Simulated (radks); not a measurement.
Te33+, configuration [Ar] 3d1.

Calculated with a radial shooting solver on a logarithmic mesh with Libxc functionals: scalar-relativistic Kohn-Sham, PBEsol, spin-polarised, spherical densities, finite nucleus; open shells are filled with parallel spins first (spin-orbit coupling, left out, can overturn this in heavy ions); Fermi nuclear charge, rms radius 4.7423 fm.

Energy parts (Ry):
| part | energy |
|---|---|
| total | -11966.25467 |
| kinetic | 12609.74248 |
| electron-nucleus | -26404.90558 |
| Hartree | 2060.35962 |
| exchange-correlation | -231.45119 |

Orbitals (lengths in bohr, moments of r in powers of bohr):
orbital  occ.  eigenvalue (Ry)      <r>
1s up       1        -2447.797  0.02782
1s down     1        -2447.793  0.02782
2s up       1        -478.2395   0.1189
2s down     1        -477.9491   0.1188
2p up       3        -442.6646   0.1038
2p down     3        -442.4454   0.1037
3s up       1        -173.9480   0.2964
3s down     1        -173.6355   0.2966
3p up       3        -162.6327   0.2889
3p down     3        -162.3045   0.2892
3d up       1        -148.1917   0.2569
3d down     0        -147.7743   0.2573

The highest occupied level is 3d up at -2016.3 eV. The spin density at the nucleus is -3.88 e/bohr^3 (1s -0.65, 2s -12.31, 3s 9.08). Spin moment in Bohr magnetons: 1. Summed over all electrons, <r^2> = 0.9687 bohr^2, which gives a Langevin (diamagnetic) susceptibility term of -0.767 x 10^-6 cm^3/mol. The electron density at the nucleus is 2.35e+05 e/bohr^3 (large components only). For comparison, the ionisation energy in NIST's Atomic Spectra Database is 2066 eV (theoretical). In exact Kohn-Sham theory the highest level is minus the ionisation energy, but local and semilocal functionals leave it too shallow, through self-interaction and a potential that decays too fast; potentials with the right tail come closer. The density falls to 0.001 e/bohr^3 at r = 0.86 bohr.
